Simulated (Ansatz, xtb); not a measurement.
# A geometry optimisation of AlClFH2Si+ with r2SCAN-D4/def2-SVP

The starting geometry of this gas-phase singlet has its atoms placed at random.

| atom | x (Å) | y (Å) | z (Å) |
| --- | --- | --- | --- |
| Al | 0.4135 | 0.2121 | -0.6632 |
| Cl | -1.6413 | 0.0467 | 0.3404 |
| F | 0.8400 | 1.4962 | 0.6320 |
| Si | 0.6055 | -0.8274 | 1.1525 |
| H | 1.6711 | -0.7309 | -0.7091 |
| H | -0.1319 | -0.9703 | -1.6404 |

Question: One run relaxed it with r2SCAN-D4/def2-SVP. What is a likely outcome?

Answer: It ends as a structure with Cl2 bridging Al1 and Si4, F3 bridging Si4 and Al1, H5 bridging Al1 and Si4, given below by its coordinates. Distances that change by over a tenth: Al1–Si4 (2.10 → 2.56 Å), Al1–H5 (1.57 → 1.79 Å). Contacts that close: Cl2–Si4 (2.54 → 2.41 Å), F3–Si4 (2.39 → 1.88 Å), Si4–H5 (2.15 → 1.67 Å).

The energy falls by 5.20 eV over 14 steps:

```tsv
step	E − E(last) (eV)
1	5.195
2	2.884
4	1.069
5	0.593
7	0.099
8	0.019
10	0.004
11	0.001
13	0.000
14	0.000
```

Final geometry (Å):

```yaml
atoms:
  - { symbol: Al, position_ang: [0.1031, -0.0708, -0.9234] }
  - { symbol: Cl, position_ang: [-1.3725, -0.3951, 0.7030] }
  - { symbol: F, position_ang: [0.8991, 1.1294, 0.2020] }
  - { symbol: Si, position_ang: [0.9002, -0.2325, 1.5022] }
  - { symbol: H, position_ang: [1.1426, -1.1074, 0.0975] }
  - { symbol: H, position_ang: [0.0843, -0.0972, -2.4692] }
```

From the same start GFN2-xTB ends elsewhere, differing in Al1–H5 (3.93 against 1.79 Å here), F3–Si4 (3.54 against 1.88 Å here).

From so rough a start the end depends on the optimiser's path, so another program may land elsewhere. No frequencies were run, so the end isn't proven a minimum. Run with Ansatz 0.2.0, 53 s on 1 thread of Arm Neoverse V2, on a shared host.
